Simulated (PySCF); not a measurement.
## Unknown compound

The spectra below were simulated for a compound C$_{6}$H$_{9}$F.

¹H NMR (300 MHz, computed): δ 5.63 (dt, J = 9.6, 8.8 Hz, 1H), 5.05 (dd, J = 10.0, 8.8 Hz, 2H), 1.40 (d, J = 19.8 Hz, 6H).

¹³C{¹H} NMR (computed): δ 216.0 (C, d, J = 9.9 Hz), 101.5 (CH, d, J = 30.5 Hz), 90.2 (C, d, J = 218.7 Hz), 80.6 (CH2), 28.3 (CH3, d, J = 25.3 Hz).

- structure optimised with PBE0-D3(BJ)/def2-SVP
- B3LYP/pcJ-1 coupling constants (spin–dipole term only in couplings to heteroatoms)
- B97-2/pcSseg-1 with gauge-including orbitals
- code: PySCF 2.14.0 with density-fitted response routines
- no relativistic terms, single conformer, gas phase, rapidly exchanging positions averaged

Scale: TMS for ¹H (σref 31.38), ¹³C (σref 183.69) (reference shieldings calculated alike).

Problem. Which of these isomers gave the spectra?
A. C[C@@H]1[C@H](F)C12CC2
B. C=C/C(=C/C)CF
C. C=C=CC(C)(C)F
D. F[C@H]1CC12CCC2

Solution. C. 

Rings plus π bonds: 2 (no ring in the answer). 5 carbon signals for 6 carbons: some carbons are equivalent by symmetry or fast rotation. Carbon types of the structure: 2 × C, 1 × CH, 1 × CH2, 2 × CH3, which accounts for all hydrogens. δC 216.0: central carbon of an allene; the central sp carbon of an allene is among the most deshielded carbons of hydrocarbons. δC 101.5, 80.6: terminal carbon of a cumulated C=C=C unit. δC 90.2: allylic fully substituted sp3 carbon bonded to F; deshielded by the electronegative neighbour. δC 28.3: methyl carbon; a saturated carbon with 1 carbon neighbour and no heteroatom attached. δH 5.63, 5.05: hydrogen on a terminal carbon of a cumulated C=C=C unit; attached to an sp2 carbon and in the plane of the double bond.

The others: C=C/C(=C/C)CF would give 6 carbon signals, not 5; C[C@@H]1[C@H](F)C12CC2 would give 6 carbon signals, not 5; F[C@H]1CC12CCC2 would give 6 carbon signals, not 5.

C–F couplings over four or more bonds (about 3 Hz to the para carbon of a fluoroarene) are left out. Common functionals overestimate the size of one-bond C–F couplings by tens of Hz; these are unscaled. Multiplet labels drop couplings under 1 Hz and merge nearly equal ones. Shifts are as computed. Against solution values, carbons near 30 ppm lie about +1 ppm off and those near 130 ppm about +2 ppm. Of 1309 compounds with measured shifts, 239 miss one by over three times the rms of a fit or turn the order of signals round; such compounds aren't used in these exercises. Only one conformer was computed, so three-bond couplings in flexible chains and rings are approximate.
